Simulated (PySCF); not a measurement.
C5H5Cl, SMILES C(=C/C=C/Cl)=C.

Coordinates come from a PBE0-D3(BJ)/def2-SVP optimisation. The structure was generated by enumeration; whether it is a known compound was not checked. One conformer was computed; it need not be the lowest.

These are PySCF 2.14.0 with TDA-ωB97X/def2-SVPD values and carry that method's errors.

Vertical excitations.  State labels are in the subgroup Cs.

Computed UV-visible absorptions:
| state | symmetry | energy (eV) | λ (nm) | f | main pairs |
|---|---|---|---|---|---|
| S1 | A" | 5.43 | 228 | 0.000 | HOMO→LUMO+1 64 %, HOMO−1→LUMO 18 % |
| S2 | A' | 5.46 | 227 | 0.643 | HOMO→LUMO 95 % |
| S3 | A" | 5.70 | 218 | 0.000 | HOMO−1→LUMO 73 %, HOMO→LUMO+1 18 % |
| S4 | A" | 6.61 | 188 | 0.000 | HOMO→LUMO+2 52 %, HOMO→LUMO+3 20 % |
| S5 | A" | 7.15 | 173 | 0.001 | HOMO−3→LUMO 59 %, HOMO→LUMO+3 15 %, HOMO→LUMO+2 9 % |
| S6 | A" | 7.18 | 173 | 0.001 | HOMO→LUMO+3 32 %, HOMO−3→LUMO 28 %, HOMO→LUMO+2 17 % |
| S7 | A' | 7.62 | 163 | 0.029 | HOMO−2→LUMO 80 % |
| S8 | A" | 7.71 | 161 | 0.001 | HOMO→LUMO+4 75 % |
| S9 | A" | 7.87 | 157 | 0.001 | HOMO→LUMO+5 57 %, HOMO→LUMO+7 15 % |
| S10 | A' | 7.97 | 155 | 0.205 | HOMO−1→LUMO+1 45 %, HOMO−1→LUMO+2 29 %, HOMO→LUMO+6 10 % |
| T1 | A' | 2.98 | 417 | 0 | HOMO→LUMO 91 % |
| T2 | A' | 4.78 | 259 | 0 | HOMO−1→LUMO+1 68 % |
| T3 | A' | 5.10 | 243 | 0 | HOMO−2→LUMO 45 %, HOMO→LUMO+6 29 %, HOMO−4→LUMO 8 %, HOMO−1→LUMO+1 7 % |
| T4 | A" | 5.15 | 241 | 0 | HOMO→LUMO+1 63 %, HOMO−1→LUMO 16 % |
Triplets are in the Tamm–Dancoff approximation.
